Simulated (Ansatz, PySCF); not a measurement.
ClGeH5SSi, SMILES [SiH2](Cl)[S][GeH3]. Atoms are numbered in the order given.

```xyz
9

Si     1.7810     0.2367    -0.1169
Cl     1.6209    -0.0288     1.9457
S      0.3556    -0.9547    -1.1712
Ge    -1.5302    -0.2328    -0.1454
H      3.1245    -0.2100    -0.5593
H      1.5815     1.6875    -0.3639
H     -2.6571    -0.4734    -1.1634
H     -1.3772     1.2662     0.1718
H     -1.7650    -1.0440     1.1385
```

Coordinates come from a B3LYP-D3(BJ)/def2-SVP optimisation. The structure was generated by enumeration, and PubChem lists no compound with its InChIKey, so it may never have been made. The values are those of a single conformer.

Two levels are set side by side: PBE-D3(BJ)/def2-SVP (Ansatz, a program for electronic structure) and B3LYP-D3(BJ)/def2-SVP (Ansatz). Each level has its own optimised geometry; the coordinates shown are those of the second. Frequencies come from the Hessian of PySCF at each geometry. Differences are taken from unrounded values.

| quantity | B3LYP-D3(BJ) |
|---|---|
| mean bond length (Å) | 1.759 |
| bond Si1–Cl2 (Å) | 2.086 |
| bond Si1–S3 (Å) | 2.136 |
| bond S3–Ge4 (Å) | 2.265 |
| bond Si1–H5 (Å) | 1.483 |
| bond Si1–H6 (Å) | 1.485 |
| bond Ge4–H7 (Å) | 1.538 |
| bond Ge4–H8 (Å) | 1.540 |
| bond Ge4–H9 (Å) | 1.537 |
| highest harmonic wavenumber (cm⁻¹) | 2264 |
| mean harmonic wavenumber (cm⁻¹) | 936 |
| zero-point energy (kcal/mol) | 28.10 |

Task: What does PBE-D3(BJ) give, and how far is it from B3LYP-D3(BJ)? (Estimate from the structure and the level; the computed values follow.)

Result: 
```json
[
 {"quantity": "mean bond length (Å)", "PBE-D3(BJ)": "1.767", "PBE-D3(BJ) minus B3LYP-D3(BJ)": "0.009"},
 {"quantity": "bond Si1–Cl2 (Å)", "PBE-D3(BJ)": "2.090", "PBE-D3(BJ) minus B3LYP-D3(BJ)": "0.004"},
 {"quantity": "bond Si1–S3 (Å)", "PBE-D3(BJ)": "2.141", "PBE-D3(BJ) minus B3LYP-D3(BJ)": "0.005"},
 {"quantity": "bond S3–Ge4 (Å)", "PBE-D3(BJ)": "2.266", "PBE-D3(BJ) minus B3LYP-D3(BJ)": "0.001"},
 {"quantity": "bond Si1–H5 (Å)", "PBE-D3(BJ)": "1.498", "PBE-D3(BJ) minus B3LYP-D3(BJ)": "0.015"},
 {"quantity": "bond Si1–H6 (Å)", "PBE-D3(BJ)": "1.500", "PBE-D3(BJ) minus B3LYP-D3(BJ)": "0.015"},
 {"quantity": "bond Ge4–H7 (Å)", "PBE-D3(BJ)": "1.547", "PBE-D3(BJ) minus B3LYP-D3(BJ)": "0.009"},
 {"quantity": "bond Ge4–H8 (Å)", "PBE-D3(BJ)": "1.550", "PBE-D3(BJ) minus B3LYP-D3(BJ)": "0.010"},
 {"quantity": "bond Ge4–H9 (Å)", "PBE-D3(BJ)": "1.546", "PBE-D3(BJ) minus B3LYP-D3(BJ)": "0.010"},
 {"quantity": "highest harmonic wavenumber (cm⁻¹)", "PBE-D3(BJ)": "2198", "PBE-D3(BJ) minus B3LYP-D3(BJ)": "-65"},
 {"quantity": "mean harmonic wavenumber (cm⁻¹)", "PBE-D3(BJ)": "907", "PBE-D3(BJ) minus B3LYP-D3(BJ)": "-29"},
 {"quantity": "zero-point energy (kcal/mol)", "PBE-D3(BJ)": "27.23", "PBE-D3(BJ) minus B3LYP-D3(BJ)": "-0.87"}
]
```

GGA bonds tend to be longer and softer than those of functionals with exact exchange. Differences between two approximate levels are no errors against the true value.
